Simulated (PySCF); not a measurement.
**Electron correlation in Be⁺ (beryllium, charge +1)**

[He] 2p1, 2P determinant (an excited configuration). All numbers are calculated (PySCF 2.14, the non-relativistic Hamiltonian (point nucleus), in def2-TZVPPD). Frozen: nothing; 3 electrons correlated.

| level | correlation energy (mhartree) |
| --- | --- |
| CCSD | -31.43 |
| (T) | -0.01 |
| CCSD(T) | -31.44 |
| CCSDT | -31.44 |
| FCI | -31.44 |

Diagnostics: T1 = 0.0011, D1 = 0.0021, largest double amplitude 0.021, weight of the Hartree-Fock determinant in FCI 0.9982 (5082 determinants).

Cost of the coupled-cluster step: roughly 0.06 core-seconds, for 3 correlated electrons.

Iterations:

```
CC2 = 0
CCSD nocc = (np.int64(2), np.int64(1)), nmo = (22, 22)
frozen orbitals [[], []]
max_cycle = 100
direct = 0
conv_tol = 1e-08
conv_tol_normt = 1e-06
diis_space = 8
diis_start_cycle = 0
Init t2, MP2 energy = -0.0279524296219612
Init E_corr(UCCSD) = -0.0279524296362455
cycle = 1  E_corr(UCCSD) = -0.0310315082414564  dE = -0.00307907861  norm(t1,t2) = 0.0046037
cycle = 2  E_corr(UCCSD) = -0.0313843088756254  dE = -0.000352800634  norm(t1,t2) = 0.000872377
cycle = 3  E_corr(UCCSD) = -0.0314430279266646  dE = -5.8719051e-05  norm(t1,t2) = 0.000296312
cycle = 4  E_corr(UCCSD) = -0.0314334886910713  dE = 9.53923559e-06  norm(t1,t2) = 6.37222e-05
cycle = 5  E_corr(UCCSD) = -0.0314340130567768  dE = -5.24365705e-07  norm(t1,t2) = 3.65084e-06
cycle = 6  E_corr(UCCSD) = -0.0314340202442816  dE = -7.18750489e-09  norm(t1,t2) = 2.51479e-07
UCCSD converged
E(UCCSD) = -14.16080558057562  E_corr = -0.03143402024428164
UCCSD(T) correction = -6.73047354275656e-06
```

This basis was not built for core-valence correlation, so the inner-shell part is incomplete.
